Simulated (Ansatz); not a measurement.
A made-up structure of BSiH2SO (charge -1), singlet:

| atom | x (Å) | y (Å) | z (Å) |
| --- | --- | --- | --- |
| Si1 | -1.0273 | 0.5099 | -0.4042 |
| B2 | 0.2378 | -0.4854 | -0.0398 |
| O3 | 1.1736 | -1.0747 | -0.5928 |
| S4 | 0.5985 | -1.5795 | 1.1397 |
| H5 | 0.0111 | 1.4520 | -1.1836 |
| H6 | -0.9937 | 1.1777 | 1.0808 |

It is relaxed with PBE-D4/def2-SVPD and then PBE0-D4/def2-TZVPD (Ansatz 0.2.0). Atoms count as bonded within 1.22 times the sum of their covalent radii (H–H: 0.88 Å). The end point is not checked to be a true minimum.

Task: Does its bonding change? (A judgement: the text doesn't fix the answer.)

Result: By the calculation: No: no bond forms or breaks.

Where it ends: The first stage lowers the energy by 2.65 eV in 10 steps. It ends as BSiH₂SO ([SiH2][B]1[O][S]1), total charge -1:
Si1  (-1.104, 0.741, -0.436)
B2  (0.298, -0.586, -0.004)
O3  (1.292, -1.360, -0.464)
S4  (0.832, -1.948, 1.170)
H5  (-0.208, 1.722, -1.188)
H6  (-1.109, 1.431, 0.922)
(Å)

Labels in which every atom is bracketed show which atoms are joined, not bond orders.

For scale, one of the runs: PBE0-D4/def2-TZVPD relaxation, 184 basis functions, launched by `ansatz run in.yaml --threads 2 --pin off --events-out ev --progress --plain --max-ram 4352MiB`. The run took about 46 s on 2 CPU threads of an Arm Neoverse V1 (shared host).
